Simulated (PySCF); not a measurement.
PySCF input for CH4AlClOSe, SMILES C[O][Al]([SeH])[Cl], PBE/pcSseg-1. The structure is a stationary point at ωB97X-D3(BJ)/def2-SVP. The structure was generated by enumeration; whether it is a known compound was not checked. One conformer was computed; it need not be the lowest.

```python
import numpy as np
from pyscf import gto, scf, dft
from pyscf.prop.nmr import rks as nmr

mol = gto.M(
    atom='''
    Al    0.03777514    0.42415431   -0.00000000
    Cl    1.97552110    1.22438606    0.00000000
    O    -1.30090004    1.44074295   -0.00000000
    C    -1.59261115    2.81039902    0.00000000
    H    -2.18681055    3.07369459   -0.89194423
    H    -0.67870936    3.43221215    0.00000000
    H    -2.18681055    3.07369459    0.89194423
    Se   -0.30016215   -1.82994323    0.00000000
    H     1.14577519   -2.07843826    0.00000001
    ''',
    basis='pcSseg-1',
    charge=0,
    spin=0,
    max_memory=1600,
    verbose=3,
)
mf = dft.RKS(mol, xc='pbe')
mf.grids.level = 3
mf.conv_tol = 1e-10
mf.max_cycle = 100
mf.kernel()
n = nmr.NMR(mf)
n.verbose = 2
n.max_cycle_cphf = 60
sigma = n.kernel()
print('atom   isotropic/ppm   span/ppm')
for i, s in enumerate(sigma):
    w = np.linalg.eigvalsh((s + s.T) / 2)
    print(f'{mol.atom_symbol(i):2s}{i + 1:3d} {w.mean():14.3f} {w[2] - w[0]:11.3f}')
```

It prints:

```
converged SCF energy = -3218.97662252723
atom   isotropic/ppm   span/ppm
Al  1        400.619     113.215
Cl  2        906.142     266.111
O   3        268.851     131.947
C   4        122.532      88.948
H   5         27.152      11.331
H   6         26.884      11.260
H   7         27.152      11.331
Se  8       2207.945     388.470
H   9         31.217      24.655
```

The calculation finished and met its thresholds.

Cost: roughly 20 core-seconds.
